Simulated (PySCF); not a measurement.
**Hg⁷⁸⁺: ionisation energy**

Hg⁷⁸⁺ 1s2 (1S) → Hg⁷⁹⁺ 1s1 (2S), as a difference of total energies. All numbers are calculated (PySCF 2.14, the spin-free X2C one-electron Hamiltonian (Gaussian nucleus), in an even-tempered Gaussian basis (16 s from 250 bohr⁻², ratio 2.2; 7 p from 380 bohr⁻², ratio 2.4; 4 d from 1100 bohr⁻², ratio 2.4; 3 f from 1700 bohr⁻², ratio 2.4; 3 g from 2600 bohr⁻², ratio 2.4)). Correlated levels: nothing frozen; virtual orbitals above 40 to 60 times the deepest correlated orbital energy dropped. The calculations carry no spin-orbit coupling.

```csv
method,ionisation energy (eV)
UHF,94379.1
MP2 (all electrons),94381.3
SCS-MP2 (all electrons),94381.7
CCSD (all electrons),94381.3
```

**Question.** How much does correlation contribute at MP2 (all electrons)?

**Answer.** 94381.3 − (94379.1) = 2.2 eV, measured against UHF.

For this ion Breit and QED terms and the two-electron picture change, all absent here, outweigh the differences among the correlated methods.

With two correlated electrons CCSD is exact in that space.

For comparison: 94124.7 ± 0.3 eV (theoretical estimate listed by NIST; NIST Atomic Spectra Database, ionization energies).
